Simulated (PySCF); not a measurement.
# Solvent effects on NMR parameters

Numbering as in the mapped SMILES `[OH:1][C@H:2]1[C@H:3]2[CH:4]=[CH:5][C@@H:6]1[CH:7]=[CH:8]2`. Hydrogens are named by the atom that carries them.

GIAO PBE0/pcSseg-1 in PySCF 2.14.0 with density-fitted response routines on one PBE0-D3(BJ)/def2-SVP conformer, non-relativistic, equivalent nuclei averaged. Solvents enter as an IEF-PCM continuum (chloroform with ε = 4.7, acetonitrile with ε = 35.7) around the gas-phase geometry. Shifts are referred to TMS computed in the same medium.

In chloroform, δ in ppm: C4/C5 149.9, C7/C8 149.5, C2 110.4, C3/C6 61.1, H(C4)/H(C5) 7.03, H(C7)/H(C8) 7.00, H(C2) 3.72, H(C3)/H(C6) 3.40, H(O1) 3.13. Dipole moment 1.72 D.

Task: How does each δ change in the more polar medium?

Result: 
```
      atoms                        environment  Δδ, acetonitrile
      C4/C5                          alkene CH              +0.5
      C7/C8                          alkene CH              +0.7
         C2                 sp3 CH bonded to O              +0.1
      C3/C6                     allylic sp3 CH              +0.2
H(C4)/H(C5)           hydrogen on an alkene CH             +0.05
H(C7)/H(C8)           hydrogen on an alkene CH             +0.06
      H(C2)  hydrogen on an sp3 CH bonded to O             -0.01
H(C3)/H(C6)      hydrogen on an allylic sp3 CH             +0.04
      H(O1)      hydrogen on an alcohol oxygen             +0.14
```

Changes are relative to chloroform. The dipole moment becomes 1.79 D in acetonitrile.

Task: Which of the listed nuclei move most (in ppm), and what does the model miss? (N and O are left out, as their reference compounds move with the solvent too.)

Result: C7/C8 (alkene CH, +0.7 ppm) in acetonitrile. A continuum only polarises the solute; specific hydrogen bonds, the anisotropy of aromatic solvents and changes of geometry or conformer are outside it.
